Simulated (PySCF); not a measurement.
# Splitting trees

Molfile (atoms numbered from 1):
```
C2H4BF3
     RDKit          3D

 10  9  0  0  0  0  0  0  0  0999 V2000
   -1.4307    0.1256    0.3691 B   0  0  0  0  0  0  0  0  0  0  0  0
    0.0741    0.5242    0.2329 C   0  0  0  0  0  0  0  0  0  0  0  0
    0.9757   -0.4678   -0.4436 C   0  0  0  0  0  0  0  0  0  0  0  0
    0.5862   -0.7033   -1.7028 F   0  0  0  0  0  0  0  0  0  0  0  0
    2.2424   -0.0377   -0.4965 F   0  0  0  0  0  0  0  0  0  0  0  0
    0.9842   -1.6419    0.1982 F   0  0  0  0  0  0  0  0  0  0  0  0
   -2.1926    0.9227    0.8618 H   0  0  0  0  0  0  0  0  0  0  0  0
   -1.8441   -0.9493    0.0117 H   0  0  0  0  0  0  0  0  0  0  0  0
    0.1550    1.4964   -0.2836 H   0  0  0  0  0  0  0  0  0  0  0  0
    0.4629    0.7198    1.2491 H   0  0  0  0  0  0  0  0  0  0  0  0
  1  2  1  0
  2  3  1  0
  3  4  1  0
  3  5  1  0
  3  6  1  0
  1  7  1  0
  1  8  1  0
  2  9  1  0
  2 10  1  0
M  END
```

Relativity neglected, rapidly exchanging positions averaged, single conformer, gas phase. Couplings computed with B3LYP/pcJ-1 (spin–dipole term only in couplings to heteroatoms); σ from GIAO-PBE0/pcSseg-1; geometry: PBE0-D3(BJ)/def2-SVP; PySCF.

δ = σ(ref) − σ, references computed at the same level: TMS for ¹³C, ¹H; ¹⁹F against CFCl3.

Spectrometer: 400 MHz for ¹H. First-order analysis; couplings under 1 Hz (under 4 Hz in carbon signals) are ignored, and nearly equal couplings are merged; the smaller ones broaden or split the lines further.

(1) What pattern does C2 show in the proton-coupled ¹³C spectrum?

(2) What pattern does H9/H10 show (¹H)?

(3) What pattern does F4/F5/F6 show (¹⁹F)?

Answers

(1) A triplet of quartets of triplets at δ 40.2: 122.7 Hz to H9/H10 (2 × ¹H, 1 bond away), 33.8 Hz to F4/F5/F6 (3 × ¹⁹F, 2 bonds away), 5.0 Hz to H7/H8 (2 × ¹H, 2 bonds away).

(2) A quartet of triplets at δ 2.40: 12.4 Hz to F4/F5/F6 (3 × ¹⁹F, 3 bonds away), 2.0 Hz to H7/H8 (2 × ¹H, 3 bonds away). Lines in Hz from the centre (relative intensity): +20.6 (1), +18.6 (2), +16.6 (1), +8.2 (3), +6.2 (6), +4.2 (3), -4.2 (3), -6.2 (6), -8.2 (3), -16.6 (1), -18.6 (2), -20.6 (1). The outer lines are 41.2 Hz apart, the sum of the couplings kept, or 0.103 ppm at this field.

(3) A triplet of triplets at δ -77.8: 12.4 Hz to H9/H10 (2 × ¹H, 3 bonds away), 1.4 Hz to H7/H8 (2 × ¹H, 4 bonds away). Lines in Hz from the centre (relative intensity): +13.8 (1), +12.4 (2), +11.0 (1), +1.4 (2), +0.0 (4), -1.4 (2), -11.0 (1), -12.4 (2), -13.8 (1). The outer lines are 27.6 Hz apart, the sum of the couplings kept, or 0.073 ppm at this field.

Hydrogens on boron are broadened and split by ¹¹B (spin 3/2, 80 %) and 10B (spin 3). Only one conformer was computed, so three-bond couplings in flexible chains and rings are approximate.
